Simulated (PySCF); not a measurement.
Dipole response of Cr³⁺ (chromium, charge +3)

[Ar] 3d3, high-spin 4F determinant. All numbers are calculated (PySCF 2.14, the spin-free X2C one-electron Hamiltonian (Gaussian nucleus), in ANO-RCC-VTZP (6s5p3d2f1g, 59 functions)). Coupled (time-dependent) response in atomic units; α is the mean over directions. The basis has no added diffuse functions, which lowers α and C₆.

| method | mean α (bohr³) | C₆ (like pair) | S(−4) |
| --- | --- | --- | --- |
| HSE06 | 2.073 | 5.270 | 1.476 |

S(−4) is the Cauchy moment in α(ω) = α(0) + S(−4) ω² + …

α(iu) at HSE06:

```json
{"u (hartree)": "0", "α(iu) (bohr³)": "2.073"}
{"u (hartree)": "0.0500", "α(iu) (bohr³)": "2.069"}
{"u (hartree)": "0.100", "α(iu) (bohr³)": "2.058"}
{"u (hartree)": "0.200", "α(iu) (bohr³)": "2.017"}
{"u (hartree)": "0.300", "α(iu) (bohr³)": "1.956"}
{"u (hartree)": "0.500", "α(iu) (bohr³)": "1.804"}
{"u (hartree)": "0.750", "α(iu) (bohr³)": "1.605"}
{"u (hartree)": "1.00", "α(iu) (bohr³)": "1.421"}
{"u (hartree)": "1.50", "α(iu) (bohr³)": "1.111"}
{"u (hartree)": "2.00", "α(iu) (bohr³)": "0.8718"}
{"u (hartree)": "3.00", "α(iu) (bohr³)": "0.5584"}
{"u (hartree)": "5.00", "α(iu) (bohr³)": "0.2752"}
```

A single London oscillator, α(iu) = α/(1 + u²/ω²), gives C₆ = (3/4) ω α². Matching the computed C₆ needs ω = 4 × 5.270 / (3 × 2.073²) = 1.64 hartree.

For an ion, C₆ is the dispersion term alone; charge-induced terms of lower order in 1/R come first.
